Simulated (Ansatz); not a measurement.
Consider the redistribution: `O[B]([GeH3])CCl` + `B1O[SiH2]1` → `OBCCl` + `[GeH3][B]1O[SiH2]1`.

Isolated molecules relaxed with PBE0-D4/def2-TZVP in Ansatz; ΔE leaves out vibrations. CCSD(T)/CBS is the MP2 limit (def2-TZVPP, def2-QZVPP) plus CCSD(T) − MP2 in def2-TZVPP, frozen cores. For Ge outer-core shells are correlated without core-valence functions, which leaves a few kJ/mol of doubt a bond. Scalar relativity is left out up to krypton. Each species was taken in one conformer, which may not be the lowest.

```json
{"species": "`O[B]([GeH3])CCl`", "MP2/def2-QZVPP energy (Eh)": "-2677.23273"}
{"species": "`B1O[SiH2]1`", "MP2/def2-QZVPP energy (Eh)": "-390.78357"}
{"species": "`OBCCl`", "MP2/def2-QZVPP energy (Eh)": "-600.14948"}
{"species": "`[GeH3][B]1O[SiH2]1`", "MP2/def2-QZVPP energy (Eh)": "-2467.87741"}
```

Task: Work out ΔE.

Result: ΔE = (-600.14948) + (-2467.87741) − (-2677.23273) − (-390.78357) = -0.01059 Eh = -0.29 eV. CCSD(T)/CBS gives -0.29 eV.

Largest T1 diagnostic among the species: 0.017.

The D4 term adds +0.03 eV with B3LYP and +0.02 eV with PBE0; it sums over pairs of atoms, weighted by their polarisabilities, and B3LYP, whose exchange is more repulsive, gets the larger term.

B3LYP here is the variant with VWN-RPA as its local correlation; programs differ in this.
